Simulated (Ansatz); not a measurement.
This geometry of CH8AlGaSi (12 atoms, charge 0, multiplicity 1) is a first-order saddle point.

Theory: RKS PBE/def2-SVP in Ansatz 0.2.0.

```xyz
12
Properties=species:S:1:pos:R:3
C -0.032 2.531 -0.344
Si -0.825 0.809 -0.073
Al 0.739 -0.964 0.667
Ga 0.479 -3.388 0.041
H -0.460 3.265 0.367
H -0.238 2.890 -1.372
H 1.066 2.518 -0.196
H -1.887 0.902 1.005
H -1.576 0.391 -1.316
H 1.970 -0.510 1.609
H 1.165 -4.013 -1.257
H -0.400 -4.430 0.869
```

(1) Which two structures does it join? (They come from a converged band through this point; their orientation in space is the band's.)

(2) How far does it lie above each of them?

## Answers

(1) No bond is made or broken. The dihedral H5–C1–Si2–Al3 goes from -176 to -56°. The two ends are copies of one structure, up to a mirror image or an exchange of like atoms.

Initial state:

```xyz
12
Properties=species:S:1:pos:R:3
C -0.032 2.543 -0.083
Si -0.804 0.822 0.192
Al 0.832 -1.029 0.394
Ga 0.376 -3.373 -0.396
H -0.817 3.327 -0.096
H 0.511 2.582 -1.048
H 0.687 2.783 0.726
H -1.595 0.836 1.486
H -1.816 0.546 -0.897
H 2.246 -0.681 1.094
H 0.746 -3.870 -1.868
H -0.334 -4.487 0.496
```

Final state:

```xyz
12
Properties=species:S:1:pos:R:3
C -0.037 2.516 -0.378
Si -0.836 0.808 -0.099
Al 0.722 -0.949 0.696
Ga 0.497 -3.380 0.090
H 0.465 2.869 0.545
H -0.803 3.264 -0.666
H 0.721 2.470 -1.185
H -1.915 0.934 0.959
H -1.554 0.378 -1.359
H 1.920 -0.476 1.672
H 1.219 -4.018 -1.182
H -0.398 -4.417 0.906
```

(2) 1.5 kcal/mol above the first and 1.5 kcal/mol above the second. This is the barrier of this one path; another mechanism may lie lower.

Time of the run: 3.3 min on 2 threads of Intel(R) Xeon(R) Processor @ 2.50GHz (Skylake/Cascade Lake) (shared host), peak memory 0.18 GiB.
